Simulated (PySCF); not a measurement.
Compounds:
1. `CC(=C=CC(F)(F)F)C#N`, C₆H₄F₃N
2. SMILES Clc1pc(C=O)cc(C)c1C=O, C₈H₆ClO₂P
3. `CC(=O)c1cc(F)pcp1`, C₆H₅FOP₂
4. SMILES COc1cccc[n+]1[O-], C₆H₇NO₂
5. SMILES C#C/C=C(/F)C#CC(F)(F)F, C₇H₂F₄
6. SMILES CC/C(=C/C#N)C(=O)O, C₆H₇NO₂

Computed data (PySCF 2.14.0 with density-fitted response routines): shieldings: GIAO PBE0/pcSseg-1, geometry from GFN2-xTB. In vacuum, single conformer, averaged over atoms made equivalent by symmetry, fast rotation or ring inversion, no relativistic terms.

Scale: ¹H (σref 31.72), ¹³C (σref 186.93) vs TMS (reference shieldings calculated alike). Acid and N–H amide carbonyl carbons lie up to 10 ppm further downfield in solution (hydrogen bonding). Shifts are as computed. Against solution values, carbons near 30 ppm lie about +3 ppm off and those near 130 ppm about +5 ppm; carbons on Cl a further +6 ppm. Of 1211 compounds with measured shifts, 218 miss one by over three times the rms of a fit or turn the order of signals round; such compounds aren't used in these exercises. Carbons bonded to Cl come out too deshielded. OH and NH positions are gas-phase values without hydrogen bonding to other molecules.

Question: Which show a ¹H signal between 6.5 and 9 ppm from a carbon-bound hydrogen?

Answer: 2 (7.96: hydrogen on an aromatic CH); 3 (8.31: hydrogen on an aromatic CH); 4 (8.25, 6.96, 6.86, 6.84: hydrogen on an aromatic CH next to a ring nitrogen, hydrogen on an aromatic CH).

Question: Which show a ¹³C signal above 185 ppm?

Answer: 1 (228.5: central carbon of an allene); 2 (199.3, 197.6, 196.4: aldehyde carbonyl carbon, aromatic carbon bearing chlorine); 3 (211.0, 203.1, 200.7: aromatic carbon bearing fluorine, ketone carbonyl carbon, aromatic CH).

Question: Which show a ¹H signal above 9 ppm from a carbon-bound hydrogen?

Answer: 2 (11.41, 10.20: hydrogen on an aldehyde carbonyl carbon); 3 (11.02: hydrogen on an aromatic CH).

Question: Which give exactly 7 ¹³C signals?

Answer: 5 (δ 161.2, 124.4, 113.5, 104.1, 94.2, 84.0, 79.6).
